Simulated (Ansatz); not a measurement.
A trace of molecular dynamics of BH₈N₂P (12 atoms, charge 0, multiplicity 1).

These are results of RKS PBE-D4/6-31G* in Ansatz, not measurements.

| Item | Value |
| --- | --- |
| ensemble | NVE (velocity Verlet) |
| starting velocities drawn for | 100 K |
| seed | 11088 |

```tsv
time (fs)	T (K)	potential energy less start (eV)	conserved less start (meV/atom)
0.0	100	0.000	0.00
4.0	51	0.064	0.04
8.0	58	0.055	0.03
12.0	55	0.058	0.03
16.0	43	0.074	0.04
20.0	67	0.043	0.01
24.0	37	0.082	0.04
28.0	60	0.052	0.02
32.0	65	0.045	0.04
36.0	74	0.034	0.04
40.0	135	-0.046	0.02
44.0	186	-0.110	0.03
48.0	246	-0.188	0.02
52.0	278	-0.230	0.02
56.0	257	-0.202	0.03
60.0	242	-0.183	0.01
64.0	184	-0.108	0.03
68.0	133	-0.043	0.03
72.0	106	-0.008	0.03
76.0	91	0.011	0.04
80.0	134	-0.044	0.03
84.0	194	-0.121	0.03
88.0	224	-0.160	0.02
92.0	236	-0.175	0.02
96.0	207	-0.138	0.02
100.0	176	-0.098	0.04
```

Q: Is this trajectory sound?

A: The conserved energy stayed within 0.051 meV per atom of its start (net change 0.043 meV per atom), so the integration is sound. The kinetic energy rose, since the run started high on the potential surface and went downhill. A run of 0.1 ps of so small a system gives no equilibrium averages. The orbitals stay closed-shell, which can raise the energy where a bond breaks towards radicals; this wasn't checked here. The time step was 0.5 fs.

Run time: 5.3 min on 2 threads of Arm Neoverse V1 (shared host), peak memory 0.12 GiB.
